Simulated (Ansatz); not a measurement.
Relaxation of CH₉AlOSi₂ (14 atoms, charge 0, multiplicity 1), to a largest force component of 0.015 eV/Å in at most 40 steps.

These are results of RKS PBE0-D4/def2-SVP in Ansatz, not measurements.

```xyz
14
Properties=species:S:1:pos:R:3:forces:R:3
C -1.182 0.648 1.990 -2.22 2.33 -0.85
O -1.242 -0.629 1.497 2.23 -1.47 -0.64
Al 0.465 -1.154 1.101 -1.04 -0.21 1.28
Si 1.483 -0.682 -1.011 -1.66 -0.41 0.33
Si -0.129 0.368 -2.238 -0.52 0.64 0.59
H -2.276 1.008 2.199 1.65 -0.35 -0.11
H -0.625 0.776 2.930 0.24 0.00 0.26
H -0.799 1.416 1.207 -0.23 -0.76 1.01
H 1.383 -1.865 2.272 -0.57 0.27 -0.34
H 2.599 0.163 -0.836 1.59 0.96 0.14
H 1.771 -1.949 -1.653 0.45 -0.79 -0.45
H 0.433 0.681 -3.537 0.12 0.24 -0.95
H -0.546 1.655 -1.560 0.14 -0.20 -0.13
H -1.348 -0.464 -2.333 -0.16 -0.23 -0.14
```

**Question.** Where does it end, and by what steps?

**Answer.** The forces met the threshold. The force dipped under the threshold on the way, but the program's further checks kept it going. After 15 steps the energy has fallen by 0.888 eV; O2 moved furthest, 0.99 Å.

| step | energy less start (eV) | largest force component (eV/Å) | accepted |
| --- | --- | --- | --- |
| 0 | 0.0000 | 2.331 | yes |
| 1 | -0.4592 | 1.413 | yes |
| 2 | -0.5590 | 0.733 | yes |
| 3 | -0.6816 | 0.508 | yes |
| 4 | -0.7537 | 0.769 | yes |
| 5 | -0.8275 | 0.490 | yes |
| 6 | -0.8693 | 0.072 | yes |
| 7 | -0.8793 | 0.044 | yes |
| 8 | -0.8753 | 0.160 | no |
| 9 | -0.8822 | 0.058 | yes |
| 10 | -0.8853 | 0.091 | yes |
| 11 | -0.8878 | 0.022 | yes |
| 12 | -0.8881 | 0.007 | yes |
| 13 | -0.8883 | 0.025 | yes |
| 14 | -0.8882 | 0.019 | no |
| 15 | -0.8883 | 0.006 | yes |

```xyz
14
Properties=species:S:1:pos:R:3
C -1.170 0.808 1.944
O -0.489 -0.392 2.092
Al 0.628 -1.376 1.275
Si 1.450 -0.668 -0.926
Si -0.193 0.415 -2.205
H -2.261 0.646 2.013
H -0.893 1.515 2.745
H -0.967 1.304 0.975
H 1.041 -2.700 2.038
H 2.601 0.285 -0.775
H 1.958 -1.844 -1.708
H 0.273 0.691 -3.599
H -0.563 1.716 -1.563
H -1.427 -0.429 -2.278
```

The run took 64 s on 2 threads of Arm Neoverse V2, with other jobs on the host, peak memory 0.31 GiB.
